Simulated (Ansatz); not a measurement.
C4H10Zn, triplet, geometry from GFN2-xTB (such geometries of metal compounds can be far from the true shape) (a higher spin typed on purpose: for a closed-shell molecule this is an excited state); SVWN5/STO-3G (Ansatz, a first-principles code).

The Ansatz input:
Ansatz 0.2 input:
```yaml
crystal:
  periodic: [false, false, false]
  atoms:
    - {symbol: Zn, position_ang: [-0.37528979, 0.18243967, 0.99339466]}
    - {symbol: C, position_ang: [1.69930461, -0.68589563, -0.02525953]}
    - {symbol: C, position_ang: [1.52989648, -2.16325062, -0.19280947]}
    - {symbol: H, position_ang: [2.43563050, -0.40861454, 0.72142499]}
    - {symbol: H, position_ang: [1.83102170, -0.14668714, -0.95367365]}
    - {symbol: H, position_ang: [0.73111761, -2.39310900, -0.89637408]}
    - {symbol: H, position_ang: [1.31002125, -2.64887367, 0.75799703]}
    - {symbol: H, position_ang: [2.44888771, -2.61766265, -0.58457780]}
    - {symbol: C, position_ang: [-1.18070437, 0.43394040, -1.32714972]}
    - {symbol: C, position_ang: [-0.78886695, 1.80282015, -1.78750946]}
    - {symbol: H, position_ang: [-2.24946250, 0.30148551, -1.19762412]}
    - {symbol: H, position_ang: [-0.73181495, -0.36987472, -1.89486316]}
    - {symbol: H, position_ang: [0.29386078, 1.91129168, -1.83095053]}
    - {symbol: H, position_ang: [-1.19244613, 2.57397888, -1.13126329]}
    - {symbol: H, position_ang: [-1.17590079, 1.99918975, -2.79556629]}
basis:
  gaussian:
    orbitals: STO-3G
hamiltonian:
  xc: {name: SVWN5}
magnetization: {spin_polarized: true, initial_magnetization: 2}
output: {forces: true}
```

Task: Predict the main parts of the log of this Ansatz run.

Result: 
```
Functional definition: SVWN5
575 factors; integrals over basis functions are off by at most 2.0e-4 eV
mean field evaluation 1: about -51184.4622 eV, gradient 8.1e1 eV
mean field evaluation 2: about -51719.1543 eV, gradient 7.7e1 eV
mean field evaluation 4: about -51967.3947 eV, gradient 3.8e1 eV
mean field evaluation 8: about -51967.3947 eV, gradient 3.8e1 eV
mean field evaluation 16: about -51987.1764 eV, gradient 1.6e-1 eV
mean field evaluation 32: about -51987.1793 eV, gradient 1.9e-7 eV
mean field evaluation 64: about -51987.0892 eV, gradient 1.6e0 eV
mean field evaluation 96: about -51987.0800 eV, gradient 1.1e0 eV
mean field -51987.17931096 eV, -1910.4936015019 hartree, gradient 2.8e-7 eV, S^2 2.002121; 10 other end points of the search recorded, 0 dependent functions left out
the calculation of the forces begins
reference -51987.17933888 eV, -1910.4936025280 hartree; 33, 31 occupied and 15, 17 virtual orbitals, 575 factors
Total energy: -51987.17933888 eV, -1910.4936025280 hartree
Atom 0 at    -0.375290     0.182440     0.993395 Å, force     1.952957    -0.950145    -5.138696 eV/Å
Atom 1 at     1.699305    -0.685896    -0.025260 Å, force    -3.674900     1.835820     2.343346 eV/Å
Atom 2 at     1.529896    -2.163251    -0.192809 Å, force     0.302169    -0.349970    -0.126231 eV/Å
Atom 3 at     2.435630    -0.408615     0.721425 Å, force     0.686827     0.040886     0.222864 eV/Å
Atom 4 at     1.831022    -0.146687    -0.953674 Å, force     0.118643     0.390478    -0.633540 eV/Å
Atom 5 at     0.731118    -2.393109    -0.896374 Å, force    -0.421344    -0.165146    -0.320524 eV/Å
Atom 6 at     1.310021    -2.648874     0.757997 Å, force    -0.119252    -0.282403     0.389165 eV/Å
Atom 7 at     2.448888    -2.617663    -0.584578 Å, force     0.274159    -0.258712    -0.147576 eV/Å
Atom 8 at    -1.180704     0.433940    -1.327150 Å, force     1.047850    -0.562119     4.579099 eV/Å
Atom 9 at    -0.788867     1.802820    -1.787509 Å, force    -0.109540     0.256939    -0.395005 eV/Å
Atom 10 at    -2.249462     0.301486    -1.197624 Å, force    -0.666599    -0.058438    -0.275195 eV/Å
Atom 11 at    -0.731815    -0.369875    -1.894863 Å, force     0.283849    -0.576830    -0.397606 eV/Å
Atom 12 at     0.293861     1.911292    -1.830951 Å, force     0.540742     0.114885    -0.002081 eV/Å
Atom 13 at    -1.192446     2.573979    -1.131263 Å, force    -0.133680     0.397927     0.262093 eV/Å
Atom 14 at    -1.175901     1.999190    -2.795566 Å, force    -0.081882     0.166830    -0.360114 eV/Å
Dipole moment:    -0.026856     0.013041     0.070840 e Å
```
